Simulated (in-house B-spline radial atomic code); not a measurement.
A calculation on Sc III (Sc2+): its settings, and results tabulated from the run. Method: scalar-relativistic (X2C) LDA VWN5, spin-polarised, spherical fractional occupations, Fermi nucleus of rms radius 3.5459 fm. Calculated with a radial B-spline atomic code at the basis-set limit.

Command:
```bash
python run_scf.py task.json out
```
Settings (nuclear radius in fm, mass in u):
```
Z                21
configuration    [Ar] 3d1
hamiltonian      x2c
method           lda,vwn
spin_polarised   True
nucleus          fermi
rms_radius       3.5459
atomic_mass      44.95591
speed_of_light   137.035999084
```

Output (hartree, bohr):
```
 radial grid: 70 intervals, B-splines of order 8, outer radius 25.5556 bohr

 iter        energy (Eh)    residual
    1        -755.679014    4.07e-01
    2        -759.317353    2.96e-01
    3        -761.337287    6.76e-02
    4        -761.485709    1.28e-02
    5        -761.489320    1.00e-02
    6        -761.492172    1.26e-03
    7        -761.492203    6.23e-05
    8        -761.492203    1.21e-05
    9        -761.492203    3.37e-07
   10        -761.492203    1.15e-08

 total energy                      -761.49220
 kinetic                             767.6023
 electron-nucleus                  -1800.9746
 Hartree                             308.7261
 exchange-correlation                -36.8461

 orbital      occ     eigenvalue          <r>       <r^2>       <1/r>       <r^4>       r_max
 1s up      1.000      -161.6202    0.0729482  0.00716952     20.9125 0.000132802     0.04763
 1s down    1.000      -161.6205    0.0729481   0.0071695     20.9125 0.000132801     0.04763
 2s up      1.000       -17.9456     0.344505    0.140548     4.30904   0.0349456      0.2843
 2s down    1.000       -17.9355      0.34436    0.140421     4.31088   0.0348728      0.2843
 2p up      3.000       -14.8261     0.308199    0.117428     4.19652   0.0285964      0.2322
 2p down    3.000       -14.8182      0.30803    0.117284     4.19825    0.028515      0.2321
 3s up      1.000        -2.5919      1.07536     1.33473     1.31155     2.88981      0.9267
 3s down    1.000        -2.5605      1.07539     1.33488     1.31135     2.89181      0.9265
 3p up      3.000        -1.8135      1.16375     1.59425     1.17986     4.42654      0.9666
 3p down    3.000        -1.7822      1.16402     1.59535     1.17952     4.43899      0.9664
 3d up      1.000        -0.6800      1.55361     3.05353    0.847191     20.8393       1.072
```

Time taken, with all properties: 0.26 s on 1 thread of Arm Neoverse V2, on a shared host.
